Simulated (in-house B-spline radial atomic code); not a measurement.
Orbital energies and mean radii along the 43-electron series, configuration [Kr] 4d7. The effective charge is n√(-2ε), a non-relativistic measure. Computed with a radial B-spline atomic code at the basis-set limit: Dirac-Hartree-Fock, average of the configuration, finite nuclei.

```json
{"ion": "Tm26+", "Z": "69", "energy of 4d5/2 (Eh)": "-35.272", "mean radius of 4d5/2 (bohr)": "0.49647", "energy of 4p1/2 (Eh)": "-43.418", "mean radius of 4p1/2 (bohr)": "0.46856", "energy of 3p3/2 (Eh)": "-102.38", "mean radius of 3p3/2 (bohr)": "0.22218", "effective charge of 4d5/2": "33.596"}
{"ion": "Yb27+", "Z": "70", "energy of 4d5/2 (Eh)": "-37.507", "mean radius of 4d5/2 (bohr)": "0.48437", "energy of 4p1/2 (Eh)": "-46.028", "mean radius of 4p1/2 (bohr)": "0.45754", "energy of 3p3/2 (Eh)": "-107.3", "mean radius of 3p3/2 (bohr)": "0.21812", "effective charge of 4d5/2": "34.644"}
{"ion": "Lu28+", "Z": "71", "energy of 4d5/2 (Eh)": "?", "mean radius of 4d5/2 (bohr)": "?", "energy of 4p1/2 (Eh)": "?", "mean radius of 4p1/2 (bohr)": "?", "energy of 3p3/2 (Eh)": "?", "mean radius of 3p3/2 (bohr)": "?", "effective charge of 4d5/2": "?"}
{"ion": "Hf29+", "Z": "72", "energy of 4d5/2 (Eh)": "?", "mean radius of 4d5/2 (bohr)": "?", "energy of 4p1/2 (Eh)": "?", "mean radius of 4p1/2 (bohr)": "?", "energy of 3p3/2 (Eh)": "?", "mean radius of 3p3/2 (bohr)": "?", "effective charge of 4d5/2": "?"}
{"ion": "Ta30+", "Z": "73", "energy of 4d5/2 (Eh)": "-44.594", "mean radius of 4d5/2 (bohr)": "0.45147", "energy of 4p1/2 (Eh)": "-54.329", "mean radius of 4p1/2 (bohr)": "0.42714", "energy of 3p3/2 (Eh)": "-122.78", "mean radius of 3p3/2 (bohr)": "0.20675", "effective charge of 4d5/2": "37.776"}
```

Problem. Fill in the row of Lu28+.

Solution. energy of 4d5/2 (Eh): -39.806; mean radius of 4d5/2 (bohr): 0.47287; energy of 4p1/2 (Eh): -48.716; mean radius of 4p1/2 (bohr): 0.44699; energy of 3p3/2 (Eh): -112.34; mean radius of 3p3/2 (bohr): 0.2142; effective charge of 4d5/2: 35.69.

Problem. Fill in the row of Hf29+.

Solution. energy of 4d5/2 (Eh): -42.168; mean radius of 4d5/2 (bohr): 0.46192; energy of 4p1/2 (Eh): -51.482; mean radius of 4p1/2 (bohr): 0.43686; energy of 3p3/2 (Eh): -117.5; mean radius of 3p3/2 (bohr): 0.21041; effective charge of 4d5/2: 36.734.

Problem. How does the screening of 4d5/2 change?

Solution. Z less the effective charge goes from 35.40 at Z = 69 to 35.22 at Z = 73.
